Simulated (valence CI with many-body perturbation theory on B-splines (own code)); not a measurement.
**Level structure of Kr XVI**

Computed by valence CI with perturbative core correlation (CI+MBPT): three valence electrons over a frozen Dirac-Fock core [Ar], radial functions for each j: 9 s, 9 p, 10 d, 8 f, 5 g, 3 h, 1 i, with the one-electron correlation potential Σ1, the two-electron term Σ2, the three-electron term Σ3, Breit, model QED; selected CI, second order for the rest (own B-spline code, finite nucleus).

No measured levels were compared; by estimate terms of the open shell hold to 2 to 4 % of their energy, and close levels can change places. Core correlation moves these levels by up to 4900 cm⁻¹, and in measured spectra 5 to 20 % of such shifts remained as error; rates that hang on mixing are uncertain with them. Only levels of the ground parity were solved; by the run's estimate the other parity begins above the list, which can be wrong where configurations are misplaced.

Levels 1 to 19 of 19, with energies above the lowest level, 3d3 4F_3/2. "Leading %" is the weight of the configuration and term that name the level; weights of strongly mixed levels are sums over their largest components and can fall short. In the jj column 3d3/2^4 stands for four electrons in 3d with j = 3/2. Lifetimes count E1, E2, E3, M1 and M2 decay at the calculated energies, and are blank where another channel may lead or the interval is too uncertain; long ones can be off by a factor of two.

```csv
No.,Configuration,Term,J,E (eV),Leading %,Lifetime,Leading jj
1,3d3,4F,3/2,0.000,96,,3d3/2^3 (50 %)
2,3d3,4F,5/2,0.733,99,115 ms,3d3/2^2 3d5/2 (83 %)
3,3d3,4F,7/2,1.556,98,80.9 ms,3d3/2 3d5/2^2 (69 %)
4,3d3,4F,9/2,2.387,94,128 ms,3d3/2 3d5/2^2 (51 %)
5,3d3,4P,3/2,5.324,70,30.1 ms,3d3/2^2 3d5/2 (64 %)
6,3d3,4P,1/2,5.492,88,439 ms,3d3/2^2 3d5/2 (84 %)
7,3d3,2G,7/2,6.283,97,9.14 ms,3d3/2 3d5/2^2 (52 %)
8,3d3,4P,5/2,6.626,97,48.9 ms,3d3/2 3d5/2^2 (65 %)
9,3d3,2G,9/2,6.673,62,8.13 ms,3d3/2^2 3d5/2 (72 %)
10,3d3,2D,3/2,7.755,54,3.36 ms,3d3/2 3d5/2^2 (80 %)
11,3d3,2P,1/2,8.233,88,10.7 ms,3d3/2 3d5/2^2 (84 %)
12,3d3,2H,11/2,9.002,100,32.4 ms,3d3/2 3d5/2^2 (100 %)
13,3d3,2H,9/2,9.069,67,7.78 ms,3d5/2^3 (47 %)
14,3d3,2D,5/2,9.368,96,4.41 ms,3d3/2 3d5/2^2 (57 %)
15,3d3,2P,3/2,10.166,58,3.78 ms,3d5/2^3 (86 %)
16,3d3,2F,7/2,13.229,99,7.87 ms,3d3/2 3d5/2^2 (78 %)
17,3d3,2F,5/2,13.482,97,10.9 ms,3d3/2 3d5/2^2 (50 %)
18,3d3,2D,5/2,20.279,97,1.41 ms,3d5/2^3 (43 %)
19,3d3,2D,3/2,20.516,100,,3d3/2 3d5/2^2 (87 %)
```

Names give the largest LS component (configuration and term), which can be under half, so a name can repeat, a term be missing and a line seem to break the LS rules; names also repeat where a configuration has a term twice.

The ionisation energy to 3d2 3F_2 of the next ion comes out as 540.4 eV (NIST: 540 ± 3 eV (theoretical)). All 19 levels together are meant to be complete up to 21.338 eV.
